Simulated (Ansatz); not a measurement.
Input (CCSDT(Q)/aug-cc-pV(D+d)Z; Ansatz, a program for electronic structure): A basis named .json is the Basis Set Exchange file of that set.

Ansatz 0.2 input:
```yaml
crystal:
  periodic: [false, false, false]
  atoms:
    - {symbol: B, position_ang: [-0.70158385, -0.35307852, -0.21265358]}
    - {symbol: H, position_ang: [-1.39025764, -1.28294748, 0.05111870]}
    - {symbol: Cl, position_ang: [0.79387794, -0.18061571, 0.71059307]}
    - {symbol: C, position_ang: [-1.04132849, 0.66727738, -1.28071549]}
    - {symbol: H, position_ang: [-1.94794840, 0.60254530, -1.87269152]}
    - {symbol: H, position_ang: [-0.40182884, 1.51259758, -1.51094845]}
basis:
  gaussian:
    orbitals: aug-cc-pV_D+d_Z.json
magnetization: {spin_polarized: true, initial_magnetization: 1}
correlation: {method: ccsdt_q, electrons: outside_noble_gas}
```

Output:

```
Functional definition: HF
integrals: 0.36 GiB planned
1693 factors; integrals over basis functions are off by at most 1.6e-7 eV
mean field: 0.67 GiB planned
mean field evaluation 1: about -14252.2054 eV, gradient 1.5e1 eV
mean field evaluation 2: about -14252.2096 eV, gradient 1.5e1 eV
mean field evaluation 4: about -14253.7857 eV, gradient 1.7e0 eV
mean field evaluation 8: about -14253.8227 eV, gradient 2.6e-1 eV
mean field evaluation 16: about -14253.7809 eV, gradient 1.7e0 eV
mean field evaluation 32: about -14245.3926 eV, gradient 2.5e1 eV
mean field -14253.82460665 eV, -523.8183927052 hartree, gradient 3.0e-6 eV, S^2 0.758068; 1 other end points of the search recorded, 0 dependent functions left out
7 core orbitals not correlated
reference -14253.82460665 eV, -523.8183927052 hartree; 9, 8 occupied and 89, 90 virtual orbitals, 1693 factors
second order -9.56603960 eV of doubles, -0.00000000 eV of singles
coupled cluster: 9.87 GiB planned
cycle   1  -10.38305792 eV  change   -8.2e-1 eV  update   8.5e-2
cycle   2  -10.85882946 eV  change   -4.8e-1 eV  update   3.5e-2
cycle   3  -11.09003003 eV  change   -2.3e-1 eV  update   2.1e-2
cycle   4  -11.06220561 eV  change    2.8e-2 eV  update   8.2e-3
cycle   5  -11.05653603 eV  change    5.7e-3 eV  update   5.5e-3
cycle   6  -11.06260923 eV  change   -6.1e-3 eV  update   2.3e-3
cycle   7  -11.06293621 eV  change   -3.3e-4 eV  update   1.4e-3
cycle   8  -11.06269050 eV  change    2.5e-4 eV  update   6.1e-4
cycle   9  -11.06313927 eV  change   -4.5e-4 eV  update   3.3e-4
cycle  10  -11.06306582 eV  change    7.3e-5 eV  update   1.3e-4
cycle  11  -11.06293994 eV  change    1.3e-4 eV  update   6.6e-5
cycle  12  -11.06302175 eV  change   -8.2e-5 eV  update   3.4e-5
cycle  13  -11.06303070 eV  change   -8.9e-6 eV  update   1.4e-5
cycle  14  -11.06304150 eV  change   -1.1e-5 eV  update   6.9e-6
cycle  15  -11.06304749 eV  change   -6.0e-6 eV  update   3.1e-6
cycle  16  -11.06304741 eV  change    8.3e-8 eV  update   1.4e-6
perturbative correction -0.02021089 eV, -0.0007427363 hartree
Total energy: -14264.90786495 eV, -524.2256949350 hartree
```
